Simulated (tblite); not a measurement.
Species: C5H8ClFSi.
Structure used (GFN2-xTB), in Å, numbered top down from 1:
```xyz
16
C5H8ClFSi angstrom
F     -1.603    1.133   -1.345
C     -1.596   -0.247   -1.258
C     -1.495   -0.676    0.184
C     -0.702   -1.878    0.560
C     -0.123   -0.742    0.843
Si     1.282    0.355    1.361
C      1.687    1.397   -0.193
Cl     2.307    0.311   -1.473
H     -0.733   -0.591   -1.837
H     -2.527   -0.584   -1.728
H     -2.351   -0.381    0.785
H     -0.707   -2.940    0.561
H      2.444   -0.449    1.736
H      0.843    1.266    2.422
H      2.458    2.144   -0.020
H      0.811    1.892   -0.607
```

Computed values, GFN2-xTB/tblite, gas phase, harmonic and unscaled. This tight-binding method is rough: wavenumbers can miss measured ones by several per cent, in bad cases by 10 to 20. Modes of hydrogen on silicon can be 10 to 20 % off. One conformer, not necessarily the lowest.

Harmonic wavenumbers (cm⁻¹): 31.8, 41.5, 65.8, 105.1, 138.4, 203.9, 206.9, 301.4, 412.2, 481.1, 487.4, 538.1, 559.4, 632.5, 687.1, 696.2, 746.7, 755.2, 770.5, 899.8, 928.9, 958.0, 1003.1, 1015.7, 1057.1, 1093.5, 1191.1, 1196.0, 1216.3, 1299.5, 1343.2, 1431.9, 1439.1, 1812.4, 2247.8, 2276.7, 2931.7, 2953.0, 2995.6, 2998.6, 3001.3, 3233.7.

A = 1624, B = 1033, C = 813.1 MHz; mass 150.007 u (most abundant isotopes); point group C1, symmetry number 1.

Question: What is the zero-point energy?

Answer: ½Σν̃ = 24193 cm⁻¹ = 69.17 kcal/mol.

Question: What is S at 273.15 K and 1 bar for an ideal gas of classical rigid rotors and harmonic oscillators?

Answer: Translation 40.52, rotation 29.58, vibration 30.48: S = 100.6 cal/(mol K).

Question: And Cp and H(273.15 K) − H(0)?

Answer: Cp = 35.71 cal/(mol K), of which vibrations give 27.76 (their classical limit is 42 R = 83.5); H(273.15 K) − H(0) = 6.22 kcal/mol without the zero-point energy, 4.04 from vibrations.

Question: What must be added to the electronic energy to get the Gibbs energy at 273.15 K and 1 bar?

Answer: ZPE + [H(273.15 K) − H(0)] − T·S = 69.17 + 6.22 − 27.47 = 47.92 kcal/mol.

Question: Blend soft modes into free rotors: weight 1/[1 + (100 cm⁻¹/ν̃)⁴] for the oscillator and the rest for a rotor with moment μB/(μ + B), μ = h/(8π²ν), B = 10⁻⁴⁴ kg m². What vibrational entropy results?

Answer: 26.53 cal/(mol K) in place of 30.48, which changes −T·S at 273.15 K by +1.08 kcal/mol.

Question: How do the functions run with temperature in this model?

Answer: 
```tsv
T (K)	S (cal/(mol K))	Cp (cal/(mol K))	H − H(0) (kcal/mol)	G − H(0) (kcal/mol)	ln q(vib)
150	83.1	24.1	2.54	-9.92	4.39
250	97.5	33.5	5.41	-18.97	7.25
298.15	103.8	38.0	7.14	-23.81	8.57
400	116.2	46.6	11.46	-35.03	11.26
600	137.6	58.7	22.09	-60.47	16.29
900	163.7	69.8	41.52	-105.82	23.12
```

q(vib) and H(0) count from the zero-point level.

Question: Which modes carry the vibrational entropy at 273.15 K?

Answer: 31.8 cm⁻¹: 5.54; 41.5 cm⁻¹: 5.01; 65.8 cm⁻¹: 4.10; 105.1 cm⁻¹: 3.19; 138.4 cm⁻¹: 2.66; 203.9 cm⁻¹: 1.94 cal/(mol K); the other 36 give 8.04 together.

Hindered rotation and anharmonicity are outside this model. Other conformers, if any are populated, would add a mixing term that is left out. The structure is chiral; the term R ln 2 for an equal mix with its mirror image is left out.
